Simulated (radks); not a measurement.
Values are calculated unless marked as measured or tabulated.
Problem. All-electron atom: Bi in [Xe] 4f13.5 5d9 6s2 6p4.5 (fractional occupations, a model configuration). Level of theory: scalar-relativistic Kohn-Sham, SCAN, spin-polarised, spherical densities, finite nucleus; open shells are filled with parallel spins first (spin-orbit coupling, left out, can overturn this in heavy ions); meta-GGA in the generalised Kohn-Sham scheme; Fermi nuclear charge, rms radius 5.5211 fm (a radial shooting solver on a logarithmic mesh with Libxc functionals). Some entries of the table are withheld. Estimate them.

| orbital | occ. | eigenvalue (hartree) | r(max) (bohr) | <r> (bohr) |
|---|---|---|---|---|
| 1s up | 1 | -3334.665 | 0.009660 | 0.01579 |
| 1s down | 1 | -3334.664 | 0.009660 | 0.01579 |
| 2s up | 1 | -600.8477 | 0.05615 | 0.06646 |
| 2s down | 1 | -600.8428 | 0.05615 | 0.06646 |
| 2p up | 3 | -514.0714 | 0.04691 | 0.06054 |
| 2p down | 3 | -514.0663 | 0.04691 | 0.06054 |
| 3s up | 1 | -146.0894 | 0.1583 | 0.1715 |
| 3s down | 1 | -146.0704 | 0.1583 | 0.1714 |
| 3p up | 3 | -121.1659 | 0.1587 | 0.1737 |
| 3p down | 3 | -121.1447 | 0.1587 | 0.1736 |
| 3d up | 5 | -96.03831 | 0.1296 | 0.1576 |
| 3d down | 5 | -96.01855 | 0.1296 | 0.1576 |
| 4s up | 1 | -34.27258 | 0.3556 | 0.3764 |
| 4s down | 1 | -34.23146 | 0.3557 | 0.3765 |
| 4p up | 3 | -26.05389 | 0.3753 | 0.4014 |
| 4p down | 3 | -26.01533 | 0.3754 | 0.4015 |
| 4d up | 5 | -16.61982 | 0.3808 | 0.4211 |
| 4d down | 5 | -16.58120 | 0.3809 | 0.4212 |
| 5s up | 1 | -6.32655 | 0.7672 | 0.8252 |
| 4f up | 7 | -6.28390 | 0.3412 | 0.4374 |
| 5s down | 1 | -6.27369 | 0.7664 | 0.8247 |
| 4f down | 6.5 | -6.24257 | 0.3414 | 0.4375 |
| 5p up | 3 | -3.98510 | 0.8538 | 0.9343 |
| 5p down | 3 | -3.93141 | 0.8539 | 0.9349 |
| 5d up | 5 | -1.31586 | 1.006 | 1.183 |
| 5d down | 4 | -1.27068 | 1.007 | 1.186 |
| 6s up | 1 | -0.68271 | 1.802 | (1) |
| 6s down | 1 | -0.63102 | 1.782 | (2) |
| 6p up | 3 | -0.25370 | 2.261 | 2.719 |
| 6p down | 1.5 | -0.20129 | 2.315 | 2.823 |

Solution. 
(1) 6s up <r> (bohr): 2.077
(2) 6s down <r> (bohr): 2.035
